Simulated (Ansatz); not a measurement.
Gas-phase electronic energies from Ansatz, PBE0-D4/def2-TZVP geometries. CBS: MP2 limit from def2 TZ/QZ plus the TZ coupled-cluster correction, frozen cores. This one scheme is used for every species. DFT in def2-TZVPP. B3LYP here is the variant with VWN-RPA as its local correlation; programs differ in this. Each species was taken in one conformer, which may not be the lowest.

Consider the substitution at a C–N bond: `CN[Si](F)(Cl)OC` + `NCBO` → `COBCN` + `CO[Si](N)(F)Cl`.

```json
{"level": "PBE-D4", "ΔE (kJ/mol)": "30.9", "difference from CCSD(T)/CBS": "4.1"}
{"level": "r2SCAN-D4", "ΔE (kJ/mol)": "26.6", "difference from CCSD(T)/CBS": "-0.2"}
{"level": "PBE0-D4", "ΔE (kJ/mol)": "29.5", "difference from CCSD(T)/CBS": "2.7"}
{"level": "B3LYP-D4", "ΔE (kJ/mol)": "24.7", "difference from CCSD(T)/CBS": "-2.1"}
{"level": "ωB97X-V", "ΔE (kJ/mol)": "25.2", "difference from CCSD(T)/CBS": "-1.6"}
{"level": "ωB97M-V", "ΔE (kJ/mol)": "26.7", "difference from CCSD(T)/CBS": "-0.1"}
{"level": "B2PLYP", "ΔE (kJ/mol)": "22.6", "difference from CCSD(T)/CBS": "-4.2"}
{"level": "PBE", "ΔE (kJ/mol)": "27.0", "difference from CCSD(T)/CBS": "0.2"}
{"level": "r2SCAN", "ΔE (kJ/mol)": "25.4", "difference from CCSD(T)/CBS": "-1.4"}
{"level": "PBE0", "ΔE (kJ/mol)": "26.0", "difference from CCSD(T)/CBS": "-0.8"}
{"level": "B3LYP", "ΔE (kJ/mol)": "18.6", "difference from CCSD(T)/CBS": "-8.2"}
{"level": "HF/def2-TZVPP", "ΔE (kJ/mol)": "8.4", "difference from CCSD(T)/CBS": "-18.4"}
{"level": "MP2/def2-TZVPP", "ΔE (kJ/mol)": "30.9", "difference from CCSD(T)/CBS": "4.1"}
{"level": "SCS-MP2/def2-TZVPP", "ΔE (kJ/mol)": "25.9", "difference from CCSD(T)/CBS": "-0.9"}
{"level": "CCSD/def2-TZVPP", "ΔE (kJ/mol)": "25.1", "difference from CCSD(T)/CBS": "-1.7"}
{"level": "CCSD(T)/def2-TZVPP", "ΔE (kJ/mol)": "27.8", "difference from CCSD(T)/CBS": "1.0"}
{"level": "HF/def2-QZVPP", "ΔE (kJ/mol)": "7.3", "difference from CCSD(T)/CBS": "-19.5"}
{"level": "MP2/def2-QZVPP", "ΔE (kJ/mol)": "29.9", "difference from CCSD(T)/CBS": "3.1"}
{"level": "SCS-MP2/def2-QZVPP", "ΔE (kJ/mol)": "25.1", "difference from CCSD(T)/CBS": "-1.7"}
{"level": "HF/CBS(def2)", "ΔE (kJ/mol)": "7.1", "difference from CCSD(T)/CBS": "-19.7"}
{"level": "MP2/CBS(def2)", "ΔE (kJ/mol)": "29.9", "difference from CCSD(T)/CBS": "3.1"}
{"level": "CCSD/CBS(def2)", "ΔE (kJ/mol)": "24.1", "difference from CCSD(T)/CBS": "-2.7"}
{"level": "CCSD(T)/CBS", "ΔE (kJ/mol)": "26.8", "difference from CCSD(T)/CBS": "0"}
```

Largest T1 diagnostic among the species: 0.012.

In def2-TZVPP, CCSD(T) changes the Hartree–Fock value by +19.4 kJ/mol (the triples alone add +2.7 kJ/mol) and MP2 by +22.5 kJ/mol. The D4 term adds +6.1 kJ/mol with B3LYP and +3.5 kJ/mol with PBE0; it sums over pairs of atoms, weighted by their polarisabilities, and B3LYP, whose exchange is more repulsive, gets the larger term.
